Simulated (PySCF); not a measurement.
C2H9NSi2.
Cartesian coordinates in Å at the GFN2-xTB level; atoms count from 1:
```
atom  x, y, z in Å
C1    -2.5138   -0.3915    0.1179
C2    -1.8848    0.2781   -0.8343
Si3   -0.0177    0.4498   -1.0109
N4     0.7075    0.0194    0.5012
Si5    2.3770   -0.2620    0.8599
H6    -3.5901   -0.4726    0.1650
H7    -1.9734   -0.8982    0.9022
H8    -2.4818    0.7618   -1.5984
H9     0.2946    1.8376   -1.3920
H10    0.5122   -0.4724   -2.0187
H11    0.1275    0.1952    1.3060
H12    3.1629    0.9764    0.7962
H13    2.8808   -1.2164   -0.1248
H14    2.3986   -0.8055    2.2191
```

Method: wB97X-D/def2-SVPD in PySCF (dipole) on a GFN2-xTB geometry, gas phase.

Take the most abundant isotopes and a rigid rotor. The values belong to one conformer with, in the numbering `[CH2:1]=[CH:2][SiH2:3][NH:4][SiH3:5]`, C1–C2–Si3–N4 -17°, C2–Si3–N4–Si5 169°.

(1) What are A, B and C (GHz)?

(2) Classify the top.

(3) What does the inertial defect say?

(4) Give the other two planar moments, Paa and Pbb, and the rms extents of the mass along the axes.

(5) Where do the levels up to J = 5 lie, in MHz?

(6) Predict some low-J microwave lines.

(7) Estimate the classical rotational partition function at 10 K, 100 K and 500 K.

Results:

(1) Ia = 67.55, Ib = 361.40, Ic = 414.86 u·Å²; 505379 MHz·u·Å²/I gives 7481, 1398 and 1218 MHz, that is A = 7.4811, B = 1.3984, C = 1.2182 GHz.

(2) A near-prolate asymmetric top; Ray's κ = -0.942.

(3) Not planar: Δ = Ic − Ia − Ib = -14.10 u·Å². For a rigid frame Δ = −2 Σ m c², so Σ m c² = 7.05 u·Å² lies off the ab plane: 6.37 from hydrogen and 0.68 from heavier atoms. The atom farthest from that plane is 1.37 Å away.

(4) Paa = Σ m a² = (Ib + Ic − Ia)/2 = 354.35 and Pbb = Σ m b² = (Ia + Ic − Ib)/2 = 60.50 u·Å². With the mass M = 103.03 u, the rms extents √(P/M) along a, b and c are 1.85, 0.77, 0.26 Å.

(5) Above 0(0,0):
J = 1: 1(0,1) 2617, 1(1,1) 8699, 1(1,0) 8880
J = 2: 2(0,2) 7846, 2(1,2) 13752, 2(1,1) 14293, 2(2,1) 32541, 2(2,0) 32545
J = 3: 3(0,3) 15680, 3(1,3) 21329, 3(1,2) 22410, 3(2,2) 40391, 3(2,1) 40411, 3(3,1) 71257, 3(3,0) 71258
J = 4: 4(0,4) 26107, 4(1,4) 31428, 4(1,3) 33229, 4(2,3) 50854, 4(2,2) 50913, 4(3,2) 81732, 4(3,1) 81732, 4(4,1) 124934, 4(4,0) 124934
J = 5: 5(0,5) 39112, 5(1,5) 44044, 5(1,4) 46745, 5(2,4) 63928, 5(2,3) 64066, 5(3,3) 94828, 5(3,2) 94829, 5(4,2) 138026, 5(4,1) 138026, 5(5,1) 193573, 5(5,0) 193573

(6) The dipole components are |μa| = 0.68 D, |μb| = 0.75 D, |μc| = 0.42 D. The squared components, which scale the intensities, stand as 0.82 : 1.00 : 0.32 (a : b : c). Some lines, for components of 0.1 D or more:

| type | branch | J(Ka,Kc) | MHz | lower level (cm⁻¹) |
| --- | --- | --- | --- | --- |
| a | Q | 3(1,2) ← 3(1,3) | 1081 | 0.711 |
| b | R | 3(0,3) ← 2(1,2) | 1928 | 0.459 |
| a | R | 2(1,1) ← 1(1,0) | 5413 | 0.296 |
| b | Q | 1(1,0) ← 1(0,1) | 6263 | 0.087 |
| b | Q | 3(1,2) ← 3(0,3) | 6731 | 0.523 |
| a | R | 3(1,2) ← 2(1,1) | 8118 | 0.477 |
| b | R | 1(1,1) ← 0(0,0) | 8699 | 0.000 |
| c | R | 1(1,0) ← 0(0,0) | 8880 | 0.000 |
| c | R | 3(1,2) ← 2(0,2) | 14565 | 0.262 |
| c | Q | 3(2,2) ← 3(1,2) | 17980 | 0.748 |
| b | R | 3(2,2) ← 2(1,1) | 26098 | 0.477 |
| c | R | 3(2,1) ← 2(1,1) | 26118 | 0.477 |
| c | R | 3(2,2) ← 2(1,2) | 26639 | 0.459 |
| b | Q | 3(3,0) ← 3(2,1) | 30847 | 1.348 |
| b | R | 3(3,1) ← 2(2,0) | 38712 | 1.086 |
| c | R | 3(3,0) ← 2(2,0) | 38712 | 1.086 |
| b | R | 3(3,0) ← 2(2,1) | 38716 | 1.085 |

(7) Point group C1, symmetry number σ = 1; q = (√π/σ)·√((kT/h)³/(ABC)), k/h = 20836.6 MHz/K: 1490 at 10 K, 47200 at 100 K, 528000 at 500 K.

Stationary, but not proved a minimum. Constants of a rigid frame at the computed geometry: no zero-point averaging, no centrifugal distortion. A rigid rotor knows nothing of inversion at nitrogen or internal rotation, which can split or shift real lines. Quadrupole hyperfine structure (14N) is left out.

Time: 46 s wall. Hardware: an Arm Neoverse N1 with one thread (shared host). This is the wB97X-D/def2-SVPD job that gave the dipole, with the excitations it also computed.
